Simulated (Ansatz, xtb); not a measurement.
# C5H8N2Si: 4 structures ranked

4 gas-phase structures of C5H8N2Si, from a drawn sample of its isomers (lower ones may exist). Each was relaxed with GFN2-xTB; where two conformers were screened, the lower at r2SCAN-D4/def2-SVP is listed:

A. `C=Cc1nccn1[SiH3]`, a singlet
B. `[SiH3]Cc1ncccn1`, a singlet
C. `C=Cc1cn([SiH3])cn1`, a singlet
D. `C=Cc1cnn([SiH3])c1`, a singlet

**Question.** Estimate their order in r2SCAN-D4/def2-SVP energy at these geometries, lowest first.

**Answer.** Calculated order at r2SCAN-D4/def2-SVP: B (0.000), A (0.134), C (0.138), D (0.695) eV. Less than 1 kcal/mol parts A and C, so the order within that pair means little.

Energies above the lowest of each column, in eV; the last columns are at B3LYP-D3(BJ)/def2-SVP geometries (a dash: not run or not comparable):

```json
{"structure": "B", "GFN2-xTB": "0.513", "HF/STO-3G": "0.000", "r2SCAN-D4/def2-SVP": "0.000", "B3LYP-D3(BJ)/def2-SVP": "0.000", "CCSD(T)/def2-SVP + ΔMP2/def2-TZVPP": "0.017"}
{"structure": "A", "GFN2-xTB": "0.000", "HF/STO-3G": "0.285", "r2SCAN-D4/def2-SVP": "0.134", "B3LYP-D3(BJ)/def2-SVP": "0.134", "CCSD(T)/def2-SVP + ΔMP2/def2-TZVPP": "0.022"}
{"structure": "C", "GFN2-xTB": "0.045", "HF/STO-3G": "0.275", "r2SCAN-D4/def2-SVP": "0.138", "B3LYP-D3(BJ)/def2-SVP": "0.134", "CCSD(T)/def2-SVP + ΔMP2/def2-TZVPP": "0.000"}
{"structure": "D", "GFN2-xTB": "0.632", "HF/STO-3G": "0.597", "r2SCAN-D4/def2-SVP": "0.695", "B3LYP-D3(BJ)/def2-SVP": "0.682", "CCSD(T)/def2-SVP + ΔMP2/def2-TZVPP": "–"}
```

CCSD(T)/def2-SVP + ΔMP2/def2-TZVPP has A and B and C within 1 kcal/mol of each other at the bottom, and every level picks one of them. CCSD(T)/def2-SVP + ΔMP2/def2-TZVPP orders those it was run on as C (0.000), B (0.017), A (0.022) eV. Less than 1 kcal/mol parts C and B; B and A, so the order within those pairs means little. Flexible structures stand in one conformer each, not always the lowest. Frequencies (GFN2-xTB) were run for A, B, C alone. ΔMP2 is the change of the MP2 energy from the smaller to the larger basis.

Over these structures GFN2-xTB departs from r2SCAN-D4/def2-SVP by 0.229 eV on average once a common shift is removed. A GFN2-xTB relaxation took about 0.089 s and the r2SCAN-D4/def2-SVP energy about 2.4 s on a shared host (Ansatz 0.2.0, xtb 6.7.1).
